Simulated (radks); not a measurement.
Results of a calculation; reference values are marked as such.
Neutral oxygen inside a hard spherical wall (all orbitals vanish at R), configuration held at [He] 2s2 2p4 and not refilled when levels cross. Code: a radial shooting solver on a logarithmic mesh with Libxc functionals. Model: non-relativistic Kohn-Sham, PBEsol, spin-polarised, spherical densities, point nucleus; open shells are filled with parallel spins first. Eigenvalues in eV for spin up, with the zero of energy where the potential of the charges vanishes at infinity; a dash marks a level that is unbound or too diffuse for the functional's potential to be trusted. A positive occupied level is held by the wall or, in an anion where self-interaction has pushed it up, behind a barrier. The pressure on the wall is -dE/dV.

[
 {"R (bohr)": "free", "E (hartree)": "-74.74918", "kinetic (hartree)": "74.514", "e(1s)": "-512.48", "e(2s)": "-25.006", "e(2p)": "-10.187", "e(3s, empty)": "-", "e(3p, empty)": "-", "pressure (GPa)": "0"},
 {"R (bohr)": "15", "E (hartree)": "-74.74918", "kinetic (hartree)": "74.514", "e(1s)": "-512.48", "e(2s)": "-25.006", "e(2p)": "-10.187", "e(3s, empty)": "-", "e(3p, empty)": "-", "pressure (GPa)": "< 0.0001"},
 {"R (bohr)": "8", "E (hartree)": "-74.74913", "kinetic (hartree)": "74.514", "e(1s)": "-512.47", "e(2s)": "-24.999", "e(2p)": "-10.181", "e(3s, empty)": "0.958", "e(3p, empty)": "3.003", "pressure (GPa)": "0.00293"},
 {"R (bohr)": "7", "E (hartree)": "-74.74893", "kinetic (hartree)": "74.516", "e(1s)": "-512.45", "e(2s)": "-24.980", "e(2p)": "-10.162", "e(3s, empty)": "1.696", "e(3p, empty)": "4.161", "pressure (GPa)": "0.0189"},
 {"R (bohr)": "5", "E (hartree)": "-74.74272", "kinetic (hartree)": "74.561", "e(1s)": "-511.99", "e(2s)": "-24.663", "e(2p)": "-9.826", "e(3s, empty)": "6.114", "e(3p, empty)": "10.048", "pressure (GPa)": "1.02"},
 {"R (bohr)": "3.5", "E (hartree)": "-74.65831", "kinetic (hartree)": "75.012", "e(1s)": "-508.76", "e(2s)": "-22.611", "e(2p)": "-7.504", "e(3s, empty)": "20.920", "e(3p, empty)": "26.348", "pressure (GPa)": "32.5"},
 {"R (bohr)": "3", "E (hartree)": "-74.51135", "kinetic (hartree)": "75.677", "e(1s)": "-504.95", "e(2s)": "-20.211", "e(2p)": "-4.747", "e(3s, empty)": "34.692", "e(3p, empty)": "40.006", "pressure (GPa)": "122"},
 {"R (bohr)": "2", "E (hartree)": "-72.77601", "kinetic (hartree)": "81.506", "e(1s)": "-480.14", "e(2s)": "-1.952", "e(2p)": "14.979", "e(3s, empty)": "120.84", "e(3p, empty)": "117.13", "pressure (GPa)": "2630"},
 {"R (bohr)": "1.5", "E (hartree)": "-68.17598", "kinetic (hartree)": "93.155", "e(1s)": "-443.97", "e(2s)": "35.496", "e(2p)": "50.467", "e(3s, empty)": "271.36", "e(3p, empty)": "240.64", "pressure (GPa)": "17500"}
]
